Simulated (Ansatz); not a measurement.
Consider the ligand exchange at the Sn–S bond: `C[S][SnH2][Cl]` + H₂S → `[SH][SnH2][Cl]` + CH₃SH.

Program: Ansatz. Geometries: PBE0-D4/def2-TZVP. ΔE: electronic, gas phase. CCSD(T)/CBS adds triple-zeta CCSD(T) − MP2 to the extrapolated MP2 energy (def2 sets, frozen cores). This one scheme is used for every species. DFT in def2-TZVPP. HSE06 is defined as in plane-wave codes. def2 core potentials past Kr. For Sn outer-core shells are correlated without core-valence functions, which leaves a few kJ/mol of doubt a bond. One conformer a species, not always the lowest.

`C[S][SnH2][Cl]`:

Z-matrix (Å, degrees):
```
C
S 1 1.818
H 1 1.089 2 111.0
H 1 1.090 2 111.6 3 123.4
H 1 1.090 2 106.2 3 -118.3
Sn 2 2.374 1 99.3 3 -60.2
Cl 6 2.340 2 107.1 1 59.3
H 6 1.698 2 109.8 1 176.1
H 6 1.704 2 111.6 1 -54.0
```

H₂S:

```xyz
3

S    -0.069   -0.152    0.597
H    -0.621   -0.591   -0.544
H     0.691    0.743   -0.053
```

`[SH][SnH2][Cl]`:

Z-matrix (Å, degrees):
```
Sn
Cl 1 2.333
S 1 2.385 2 109.0
H 1 1.697 2 106.9 3 -116.1
H 1 1.699 2 105.3 3 119.4
H 3 1.344 1 93.3 2 74.7
```

CH₃SH:

```xyz
6

C     0.333    0.178   -0.314
S    -0.293   -0.963    0.938
H    -0.265    0.141   -1.224
H     1.344   -0.155   -0.550
H     0.383    1.199    0.064
H    -1.502   -0.400    1.085
```

| level | ΔE (kJ/mol) | difference from CCSD(T)/CBS |
| --- | --- | --- |
| BLYP-D4 | 2.3 | 0.4 |
| r2SCAN-D4 | -0.2 | -2.1 |
| B97M-V | -1.0 | -2.9 |
| HSE06-D4 | -0.3 | -2.2 |
| ωB97X-V | -0.9 | -2.8 |
| ωB97M-V | -0.5 | -2.4 |
| B2PLYP | -2.2 | -4.1 |
| PBE0 | -3.5 | -5.4 |
| HSE06 | -3.4 | -5.3 |
| LC-ωPBE | -3.9 | -5.8 |
| MP2/def2-SVP | 1.4 | -0.5 |
| CCSD(T)/def2-SVP | 0.8 | -1.1 |
| HF/def2-QZVPP | -7.6 | -9.5 |
| SCS-MP2/def2-QZVPP | 0.7 | -1.2 |
| HF/CBS(def2) | -7.6 | -9.5 |
| CCSD/CBS(def2) | 0.5 | -1.4 |
| CCSD(T)/CBS | 1.9 | 0 |

What do rigid-rotor, harmonic-oscillator terms from PBE0-D4/def2-TZVP frequencies (298.15 K, 1 bar) make of the CCSD(T)/CBS value? (Estimate.)

Computed: ΔZPE = +2.8 kJ/mol, ΔH = +2.6 kJ/mol, ΔS = 10 J/(mol·K), ΔG = -0.3 kJ/mol. Modes under 50 cm⁻¹ make the entropy rough.

Largest T1 diagnostic among the species: 0.012.

Leaving LDA and LC-ωPBE aside and taking each functional with its dispersion term where it has one, the values spread over 4.4 kJ/mol, from B2PLYP to BLYP-D4. LDA lies +3.3 kJ/mol from PBE without D4. The D4 term adds +5.6 kJ/mol with B3LYP and +3.3 kJ/mol with PBE0; it sums over pairs of atoms, weighted by their polarisabilities, and B3LYP, whose exchange is more repulsive, gets the larger term. In def2-TZVPP, CCSD(T) changes the Hartree–Fock value by +7.9 kJ/mol (the triples alone add +1.4 kJ/mol) and MP2 by +9.4 kJ/mol.

B3LYP here is the variant with VWN-RPA as its local correlation; programs differ in this.
